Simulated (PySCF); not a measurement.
Species: germane, GeH₄.
InChI=1S/GeH4/h1H4

Computed, not measured: PySCF 2.14.0, PBE0-D3(BJ)/def2-SVP geometry optimisation, gas phase.

Take the most abundant isotopes and a rigid rotor. 

Problem. What are A, B and C (cm⁻¹)?

Solution. Ia = 6.35, Ib = 6.35, Ic = 6.35 u·Å²; 505379 MHz·u·Å²/I gives 79620, 79603 and 79558 MHz, that is A = 2.65585, B = 2.65526, C = 2.65378 cm⁻¹.

Problem. What kind of rotor is it?

Solution. A spherical top, as the point group Td requires three equal moments; the computed ones differ by 0.08 % because the geometry is symmetric only within the optimiser's tolerance.

The point group Td allows no dipole (computed: 0.00 D), so a rigid rotor has no electric-dipole lines.

PBE0-D3(BJ)/def2-SVP frequencies: not computed here. Constants of a rigid frame at the computed geometry: no zero-point averaging, no centrifugal distortion.

On Arm Neoverse V2, one thread, no GPU, shared host with 96 logical CPUs at a one-minute load of 36, this took 2.5 s wall and 0.27 GiB of memory at its peak. These figures are those of the optimisation.
